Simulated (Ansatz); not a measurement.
`FBBCl` + H₂ → `BBCl` + H–F at 600 K and 1 bar (hydrogenolysis of a B–F bond).

Computed with Ansatz on PBE0-D4/def2-TZVP structures; ΔE is electronic, products minus reactants. CCSD(T)/CBS adds triple-zeta CCSD(T) − MP2 to the extrapolated MP2 energy (def2 sets, frozen cores). This one scheme is used for every species. Each species was taken in one conformer, which may not be the lowest.

```json
{"species": "`FBBCl`", "CCSD(T)/CBS energy (Eh)": "-610.41691", "H − E (kJ/mol)": "116.1", "S (J/(mol·K))": "363.8"}
{"species": "H₂", "CCSD(T)/CBS energy (Eh)": "-1.17544", "H − E (kJ/mol)": "43.9", "S (J/(mol·K))": "150.8"}
{"species": "`BBCl`", "CCSD(T)/CBS energy (Eh)": "-511.15624", "H − E (kJ/mol)": "124.8", "S (J/(mol·K))": "335.0"}
{"species": "H–F", "CCSD(T)/CBS energy (Eh)": "-100.39570", "H − E (kJ/mol)": "42.3", "S (J/(mol·K))": "194.0"}
```

H − E and S are ideal-gas, rigid-rotor, harmonic terms from PBE0-D4/def2-TZVP, for one conformer and one mirror image of each species. The MP2-based limit puts H₂ 0.8 mEh under its directly extrapolated value; such offsets cancel only in part. 1 Eh = 2625.50 kJ/mol, R = 8.31446 J/(mol·K).

By hand: ΔE, ΔH, ΔS and ΔG.

ΔE = (-511.15624) + (-100.39570) − (-610.41691) − (-1.17544) = 0.04041 Eh = 106.1 kJ/mol. Δ(H − E) = 124.8 + 42.3 − 116.1 − 43.9 = 7.1, so ΔH = 113.2 kJ/mol. ΔS = 335.0 + 194.0 − 363.8 − 150.8 = 14.4 J/(mol·K). ΔG = 113.2 − 600 × (14.4)/1000 = 104.6 kJ/mol.

By hand: the equilibrium constant, and the temperature at which ΔG would vanish if ΔH and ΔS stayed fixed.

log₁₀ K = −ΔG/(RT ln 10) = -9.1. ΔG = 0 at ΔH/ΔS = 7861 K, far beyond where these terms or the molecules hold.

The number of gas molecules stays the same, so ΔS is small and ΔH decides. A doubt of 5 kJ/mol in ΔE shifts log₁₀ K by 0.4 here. Other conformers and mirror images would add mixing entropy, several J/(mol·K) or more a flexible species. These are equilibria of isolated gas molecules and say nothing of rates. Largest T1 diagnostic: 0.014 (customary marks: 0.02 for closed shells, 0.045 for open ones).
